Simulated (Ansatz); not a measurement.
A nudged elastic band was laid between two geometries of ClGaH₅NO (9 atoms, charge 0, multiplicity 1).

Computed with RKS B3LYP-D4/def2-SVP in Ansatz.

```
movable images  : 5
climbing image  : yes
spring          : 0.5 eV/Å²
optimiser       : quadratic models (default)
start path      : through a guess of the saddle point
force threshold : 0.05 eV/Å
iteration limit : 60
end points      : relaxed
```

Initial state:

```xyz
9
Properties=species:S:1:pos:R:3
Ga 0.022 0.147 0.287
O -0.395 -0.307 2.001
H -0.831 -1.159 2.118
H 1.373 -0.266 -0.384
Cl -1.749 0.347 -1.029
N 0.145 2.158 0.890
H 1.030 2.653 0.770
H -0.596 2.681 0.418
H -0.081 2.104 1.888
```

Final state:

```xyz
9
Properties=species:S:1:pos:R:3
Ga 0.203 0.487 0.005
O -0.217 -0.090 2.022
H -1.132 -0.410 2.091
H 1.466 -0.292 -0.458
Cl -1.773 -0.014 -0.826
N 0.170 2.214 0.764
H 1.031 2.758 0.746
H -0.583 2.816 0.429
H -0.246 0.889 2.186
```

Problem. What changes between the two ends?

Solution. Bonds broken: N6–H9. Bonds formed: O2–H9.

Problem. What energy profile does the band end with?

Solution. The run converged. The highest image is number 4 of 0 to 6, 72.9 kJ/mol above the first end and 13.8 kJ/mol above the last; the last end lies 59.1 kJ/mol above the first. Another band between the same ends (5 images) ends at a top of the same energy, where a vibrational analysis finds 1 clearly imaginary mode. The orbitals stay closed-shell, which can raise the energy where a bond breaks towards radicals; this wasn't checked here.

```tsv
image	path coordinate (Å)	energy (kJ/mol)	N6–H9 (Å)	O2–H9 (Å)
0	0.00	0.0	1.02	2.43
1	0.42	1.4	1.03	2.35
2	0.84	7.5	1.03	2.06
3	1.26	29.5	1.08	1.64
4	1.68	72.9	1.38	1.18
5	2.01	62.0	1.72	1.02
6	2.34	59.1	1.99	0.99
```

Problem. What is the geometry of the highest image?

Solution. 
```xyz
9
Properties=species:S:1:pos:R:3:forces:R:3
Ga 0.154 0.343 0.005 0.01 0.01 0.01
O -0.189 -0.018 1.949 0.00 0.00 -0.01
H -1.056 -0.373 2.192 -0.01 -0.01 0.01
H 1.467 -0.287 -0.531 0.00 0.00 0.00
Cl -1.769 0.058 -1.003 0.00 0.00 0.00
N 0.121 2.103 0.896 0.01 0.00 0.00
H 0.982 2.643 0.985 0.00 0.00 0.00
H -0.628 2.736 0.614 0.00 0.00 0.00
H -0.162 1.154 1.855 0.00 0.00 0.00
```

The run took 3.2 min on 2 threads of Arm Neoverse V1, on a shared host, peak memory 0.24 GiB.
